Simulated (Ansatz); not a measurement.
Saddle point of CH7NZn, closed shell (CH₄Zn ([CH3][ZnH]) + NH₃ → CH₅NZn ([CH3][Zn][NH2]) + H₂; bonds formed: H2–H4; dative contacts that become bonds: Zn1–N5; bonds broken: Zn1–H2, H4–N5), PBE0-D4/def2-TZVP structure:

```
atom    x (Å)    y (Å)    z (Å)
 Zn1  -0.0286   0.0884  -0.0501
  H2  -1.0157  -0.0080  -1.7265
  C3   0.5357   1.6417   0.9755
  H4  -0.8131  -0.9546  -1.4220
  N5  -0.2634  -1.8312  -0.5253
  H6   1.0507   2.3560   0.3291
  H7  -0.3345   2.1460   1.4028
  H8   1.2066   1.3647   1.7909
  H9   0.5379  -2.3852  -0.8036
 H10  -0.8756  -2.4180   0.0292
```

Energies are electronic, without zero-point energy. Barriers and step energies count from the start structure reached by relaxing down the imaginary mode; all methods use the PBE0-D4 structures, on which another method's saddle can fall below an end. Program: Ansatz 0.2.0. Basis: def2-TZVPP, with def2-QZVPP for the basis limit. Cores are frozen in the correlated methods. The 3s and 3p shells of Cu and Zn are frozen; filled d shells are correlated. B3LYP uses VWN-RPA correlation. Extrapolation: Hartree–Fock as exp(−7.88 √X), correlation as X^−2.97.

```json
{"method": "SPW92", "barrier (kcal/mol)": "27.75", "step energy (kcal/mol)": "11.89"}
{"method": "PBE-D4", "barrier (kcal/mol)": "31.07", "step energy (kcal/mol)": "8.71"}
{"method": "BLYP-D4", "barrier (kcal/mol)": "?", "step energy (kcal/mol)": "7.09"}
{"method": "r2SCAN-D4", "barrier (kcal/mol)": "33.32", "step energy (kcal/mol)": "10.13"}
{"method": "B97M-V", "barrier (kcal/mol)": "36.50", "step energy (kcal/mol)": "12.70"}
{"method": "PBE0-D4", "barrier (kcal/mol)": "33.97", "step energy (kcal/mol)": "10.89"}
{"method": "B3LYP-D4", "barrier (kcal/mol)": "35.14", "step energy (kcal/mol)": "9.17"}
{"method": "r2SCAN0-D4", "barrier (kcal/mol)": "35.30", "step energy (kcal/mol)": "11.61"}
{"method": "BHLYP-D4", "barrier (kcal/mol)": "?", "step energy (kcal/mol)": "11.66"}
{"method": "CAM-B3LYP-D4", "barrier (kcal/mol)": "36.39", "step energy (kcal/mol)": "10.18"}
{"method": "wB97X-V", "barrier (kcal/mol)": "37.02", "step energy (kcal/mol)": "10.40"}
{"method": "wB97M-V", "barrier (kcal/mol)": "37.08", "step energy (kcal/mol)": "10.74"}
{"method": "B2PLYP", "barrier (kcal/mol)": "35.96", "step energy (kcal/mol)": "8.13"}
{"method": "PBE-QIDH", "barrier (kcal/mol)": "35.91", "step energy (kcal/mol)": "10.39"}
{"method": "RPA on PBE", "barrier (kcal/mol)": "?", "step energy (kcal/mol)": "8.85"}
{"method": "HF", "barrier (kcal/mol)": "45.32", "step energy (kcal/mol)": "13.38"}
{"method": "MP2", "barrier (kcal/mol)": "35.81", "step energy (kcal/mol)": "6.86"}
{"method": "CCSD", "barrier (kcal/mol)": "38.40", "step energy (kcal/mol)": "10.27"}
{"method": "CCSD(T)", "barrier (kcal/mol)": "36.87", "step energy (kcal/mol)": "9.56"}
```

(1) Fill in the withheld barriers. (Judge from chemistry; the value comes from the calculation.)

No T1 diagnostic of these runs exceeds 0.014.

Results:

(1) The calculation gives: BLYP-D4 32.86; BHLYP-D4 38.58; RPA on PBE 36.55 kcal/mol. Each is the energy of the saddle less that of the start structure, by the same method.

For comparison, the barrier by CCSD(T) at an estimated basis limit (MP2 extrapolated from triple and quadruple zeta, plus CCSD(T) − MP2 in triple zeta) is 36.13 kcal/mol.

The step is the kind of exchange with an N–H group that builds nitride films in atomic layer and chemical vapour deposition.

Labels in which every atom is bracketed show which atoms are joined, not bond orders.

For scale, one of the runs: CCSD(T)/def2-TZVPP, 224 basis functions, launched by `ansatz run in.yaml --threads 4 --pin off --events-out ev --progress --plain --max-ram 9574MiB`. Hardware: 4 CPU threads of an Arm Neoverse V2, shared host. Wall time 69 s; peak host memory 3.6 GiB.
